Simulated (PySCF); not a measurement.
diarsenic anion (As₂), SMILES [As]#[As] (connectivity only; charge and spin as stated), charge -1, multiplicity 2.

The structure is a stationary point at r2SCAN-D4/def2-TZVPD. The spin state was assumed, not searched.

Computed with PBE0/def2-TZVPD (PySCF).

Gas-phase values at a fixed geometry. A positive occupied level means that this level leaves the electron formally unbound; only the finite basis holds it.

Computed frontier levels, dipole moment:
```yaml
"α spin, highest occupied and lowest empty level": 1.07 and 2.73 eV
"β spin, highest occupied and lowest empty level": -0.79 and 2.92 eV
dipole_moment_about_the_centre_of_nuclear_charge: 0.000 e·Å
"⟨S²⟩": 0.755 (pure state 0.75)
```
